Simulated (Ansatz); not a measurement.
Born–Oppenheimer molecular dynamics of C$_{2}$H$_{8}$OSSi (13 atoms, charge 0, multiplicity 1). It starts from a relaxed structure.

These are results of UKS CAM-B3LYP-D4/STO-3G (Ansatz), not measurements.

```yaml
ensemble: NVT, Langevin thermostat
time_step: 0.5 fs
steps_asked: 98
set_temperature: 1000 K
friction: 0.001 /fs
seed: 9296
```

First frame:

```xyz
13
Properties=species:S:1:pos:R:3
O -1.885 -0.289 1.289
C -0.674 -1.098 1.240
S 0.868 -0.119 1.334
C 0.474 0.980 -0.071
Si 0.919 0.310 -1.768
H -1.813 0.149 2.210
H -0.737 -1.650 0.282
H -0.632 -1.846 2.059
H -0.602 1.197 -0.020
H 0.997 1.929 0.101
H 0.281 -0.961 -1.981
H 0.483 1.226 -2.789
H 2.343 0.139 -1.872
```

(1) What does the run give?

(2) What happens to the structure?

(3) How do temperature and energy run in time?

Results:

(1) The run went to its last step.

```json
{"steps done": "98", "time covered": "49 fs", "mean temperature over the second half": "657 K", "spread of the potential energy over the second half": "5.1 meV per atom", "mean potential energy of the second half above the start": "63.6 meV per atom"}
```

The mean temperature of the second half is 34 % below the set value. A run of 0.049 ps of so small a system gives no equilibrium averages. Limits of this set-up: minimal basis.

(2) The same pairs are bonded in the first frame and the last. Pairs count as bonded within 1.25 times the sum of covalent radii (0.12 Å more for H–H). This is one draw of velocities; another would differ in detail.

(3) 
```json
{"time (fs)": "0.0", "T (K)": "923", "potential energy less start (eV)": "0.000"}
{"time (fs)": "4.0", "T (K)": "611", "potential energy less start (eV)": "0.585"}
{"time (fs)": "8.0", "T (K)": "487", "potential energy less start (eV)": "0.869"}
{"time (fs)": "12.0", "T (K)": "507", "potential energy less start (eV)": "0.812"}
{"time (fs)": "16.0", "T (K)": "532", "potential energy less start (eV)": "0.843"}
{"time (fs)": "20.0", "T (K)": "667", "potential energy less start (eV)": "0.681"}
{"time (fs)": "24.0", "T (K)": "593", "potential energy less start (eV)": "0.809"}
{"time (fs)": "28.0", "T (K)": "593", "potential energy less start (eV)": "0.860"}
{"time (fs)": "32.0", "T (K)": "700", "potential energy less start (eV)": "0.776"}
{"time (fs)": "36.0", "T (K)": "674", "potential energy less start (eV)": "0.792"}
{"time (fs)": "40.0", "T (K)": "720", "potential energy less start (eV)": "0.736"}
{"time (fs)": "44.0", "T (K)": "705", "potential energy less start (eV)": "0.778"}
{"time (fs)": "48.0", "T (K)": "707", "potential energy less start (eV)": "0.823"}
```

The run took 9 min on 1 thread of Arm Neoverse V1, with other jobs on the host, peak memory 0.17 GiB.
